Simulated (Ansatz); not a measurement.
Basis-set series for C$_{8}$H$_{16}$ (`CC1(C)CCCCC1`). Total charge 0; spin multiplicity 1. Geometry: relaxed with PBE0-D4/def2-TZVP.

```xyz
24

C    -1.7249    0.5336   -0.4920
C    -0.6875    0.0211    0.5050
C    -1.3725   -0.1878    1.8499
C     0.4492    1.0377    0.6739
C     1.3326    1.1776   -0.5580
C     1.8966   -0.1696   -0.9861
C     0.7854   -1.1865   -1.2039
C    -0.0948   -1.3125    0.0318
H    -2.5412   -0.1863   -0.6006
H    -1.3050    0.7075   -1.4841
H    -2.1561    1.4775   -0.1460
H    -0.6642   -0.5560    2.5977
H    -2.1843   -0.9167    1.7683
H    -1.7991    0.7481    2.2231
H     0.0277    2.0094    0.9548
H     1.0732    0.7160    1.5178
H     2.1451    1.8806   -0.3507
H     0.7583    1.6116   -1.3843
H     2.5721   -0.5396   -0.2039
H     2.4992   -0.0613   -1.8928
H     1.2092   -2.1634   -1.4556
H     0.1802   -0.8860   -2.0667
H     0.5073   -1.7287    0.8499
H    -0.9065   -2.0264   -0.1479
```

| functional | basis | functions | energy (Eh) | HOMO (eV) | LUMO (eV) |
| --- | --- | --- | --- | --- | --- |
| PBE0-D4 | def2-TZVPP | 472 | -314.24891 | -8.11 | 1.06 |
| PBE0-D4 | def2-QZVPP | 936 | -314.26639 | -8.12 | 0.62 |
| ωB97M-V | def2-TZVPP | 472 | -314.44247 | -10.38 | 2.47 |
| ωB97M-V | def2-QZVPP | 936 | -314.45950 | -10.38 | 1.72 |

**Question.** Give the rows for def2-SVP. (Best estimate.)

**Answer.** Ansatz gave: 
```json
{"functional": "PBE0-D4", "basis": "def2-SVP", "functions": "192", "energy (Eh)": "-313.91746", "HOMO (eV)": "-8.12", "LUMO (eV)": "1.61"}
{"functional": "ωB97M-V", "basis": "def2-SVP", "functions": "192", "energy (Eh)": "-314.08893", "HOMO (eV)": "-10.38", "LUMO (eV)": "3.23"}
```

Positive LUMOs are unbound and depend on the basis.
